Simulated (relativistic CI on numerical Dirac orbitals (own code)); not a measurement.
## Hyperfine structure of Cd⁴⁴⁺, mass number 113

Calculated at this level of theory: Dirac-Coulomb-Breit CI, separate exchange-only KLI orbitals for each configuration, model QED (radiative potential, 1s self-energy scaled to tabulated hydrogen-like ionisation energies), unscaled Slater integrals (own radial code, finite nucleus).

CI space (outside the closed core 1s2): 2s², 2s2p, 2p², 2p3s, 2p3p, 2s3s, 2s3p, 2s3d, 2s4s, 2s4p, 2s4d, 2s4f, 3s², 3s3p, 3p². Levels of other configurations are missing.

Nuclear spin I = 1/2, μ = -0.6213 μN (tables of Stone and Pyykkö). The electronic factors are computed for point nuclear moments, without core polarisation or the Bohr-Weisskopf and QED corrections.

```json
{"Level": "2s2p ³P°1", "E (eV)": "108.45", "A (GHz)": "-3358"}
{"Level": "2s2p ³P°2", "E (eV)": "307.93", "A (GHz)": "-1519"}
{"Level": "2s2p ¹P°1", "E (eV)": "365.96", "A (GHz)": "865.8"}
{"Level": "2p² ³P1", "E (eV)": "452.59", "A (GHz)": "82.28"}
{"Level": "2p² ¹D2", "E (eV)": "466.90", "A (GHz)": "-610.9"}
{"Level": "2p² ³P2", "E (eV)": "679.76", "A (GHz)": "-277.2"}
{"Level": "2s3s ³S1", "E (eV)": "4181.47", "A (GHz)": "-3399"}
{"Level": "2s3p ³P°1", "E (eV)": "4226.28", "A (GHz)": "-2884"}
```

Levels with J = 0, under 50 % of one LS term, or S terms without an open s electron are left out. Small factors come from cancelling terms and can be off by tens of per cent or more.

At this charge energies of transitions that change n are usually good to better than 1 %, and those within a shell (Δn = 0) to a few per cent.

**Question.** Give the hyperfine levels of 2s2p ³P°1 relative to its centre of gravity.

**Answer.** With K = F(F + 1) − I(I + 1) − J(J + 1), E = AK/2: F = 1/2: 3358, F = 3/2: -1679 GHz.

LS names give the leading component of a level, which can be under half, so a name can repeat, a term be missing and a line seem to break the LS rules.
